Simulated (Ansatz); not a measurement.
```xyz
12

B    -0.551    0.741    1.800
Si    0.629   -0.289    0.588
B    -0.047   -2.022   -0.089
Si    0.145    0.964   -1.369
H    -1.735    0.643    1.670
H    -0.126    1.508    2.611
H     2.098   -0.177    0.816
H    -1.225   -2.159   -0.245
H     0.679   -2.915   -0.411
H     0.532    2.387   -1.176
H    -1.308    0.894   -1.670
H     0.908    0.424   -2.525
```

Total charge 0; spin multiplicity 1.

(1) List the PBE/def2-TZVPP orbital energies in eV (the Gaussian-basis code of Ansatz). (An estimate is asked.)

Results:

(1) The calculation gave: Occupied: -1779.94, -1779.08, -177.55, -177.55, -137.69, -136.93, -94.44, -94.40, -94.40, -93.70, -93.63, -93.61, -14.47, -12.91, -12.30, -10.94, -9.19, -8.80, -8.56, -8.47, -7.70, -7.00, -6.96. Lowest empty: -3.38, -3.28, -0.51, 0.05, 0.40, 0.63, 0.79, 0.87.
